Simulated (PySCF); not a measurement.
# Static response to an electric field

C₆H₉PS.
Numbering: `[CH3:1][c:2]1[p:3][c:4]([CH3:5])[c:6]([CH3:7])[s:8]1` (hydrogens: H9, H10, H11 on C1; H12, H13, H14 on C5; H15, H16, H17 on C7)

Cartesian coordinates in Å at the GFN2-xTB level; atoms count from 1:
```xyz
17
C6H9PS angstrom
C      3.3202   -0.1804   -0.1205
C      1.8286   -0.1837   -0.0781
P      0.8434   -1.5636   -0.3049
C     -0.6781   -0.6623   -0.1043
C     -2.0047   -1.3537   -0.1994
C     -0.5825    0.6709    0.1380
C     -1.7343    1.5979    0.3394
S      1.0217    1.3176    0.2157
H      3.7348    0.2095    0.8100
H      3.6838    0.4474   -0.9354
H      3.6856   -1.1943   -0.2712
H     -2.5981   -0.9369   -1.0136
H     -1.8622   -2.4165   -0.3800
H     -2.5701   -1.2298    0.7244
H     -1.3818    2.6091    0.5253
H     -2.3749    1.6060   -0.5430
H     -2.3387    1.2749    1.1877
```

Level: CAM-B3LYP/def2-SVPD (PySCF), static field, nuclei fixed, core orbitals frozen in the response. The polarisability tensor in these axes (au):

```
x   137.78   1.43  -1.36
y     1.43 125.11   8.97
z    -1.36   8.97  77.50
```

Problem. Give the principal values, the mean and the anisotropy Δα = √{½[(α1 − α2)² + (α2 − α3)² + (α1 − α3)²]}.

Solution. Principal values 75.82, 126.62 and 137.94 au; mean 113.46 au = 16.81 Å³ = 18.71 × 10⁻⁴⁰ C²·m²/J; Δα = 57.30 au (51 % of the mean).

Problem. What is the dipole moment, and where does it point?

Solution. (-0.80, 1.10, 0.21) D, 1.38 D in size, pointing from the negative to the positive side. Measured along this direction, the outermost atoms are H11 at the negative end and H15 at the positive end.

Problem. Find the Langevin capture rate constant for NO+ (29.998 u) meeting this molecule (144.016 u), k = 2.342 × 10⁻⁹ cm³/s × √(α in Å³ / reduced mass in u).

Solution. The reduced mass is 24.83 u, so k = 1.93 × 10⁻⁹ cm³/s. The formula leaves out the permanent dipole, which adds to the capture rate.

Problem. Directions of the eigenvectors, and the extent of the frame along each?

Solution. Largest value along (0.99, 0.11, -0.01), where the nuclei span 6.42 Å; middle along (-0.10, 0.98, 0.18), 5.03 Å; least along (0.03, -0.18, 0.98), 1.78 Å. The response follows the extents in order.

Problem. How large is μ²/3kT at 350 K beside α?

Solution. In Gaussian units μ²/3kT = 13.11 Å³ against 16.81 Å³, a ratio of 0.78; the Debye molar polarisation (4π/3)N_A(α + μ²/3kT) is 75.5 cm³/mol, leaving out the vibrational part.

Problem. What depolarisation ratio follows for Rayleigh scattering of linearly polarised light, taking the static tensor?

Solution. ρ = 3Δα²/(45ᾱ² + 4Δα²) = 9851.2/(579315 + 13134.9) = 0.0166.

Problem. Give the eigenvalues of the traceless quadrupole moment Θ = ½Σq(3rr − r²1), origin at the centre of nuclear charge.

Solution. -4.63, -4.35, 8.98 D·Å. The values depend on the origin, since the dipole doesn't vanish. The electronic extent ⟨r²⟩ about the same centre is 1380 bohr², a root-mean-square distance of 2.25 Å for the 76 electrons.

Geometry: GFN2-xTB; no solvent, vibrations or thermal averaging.
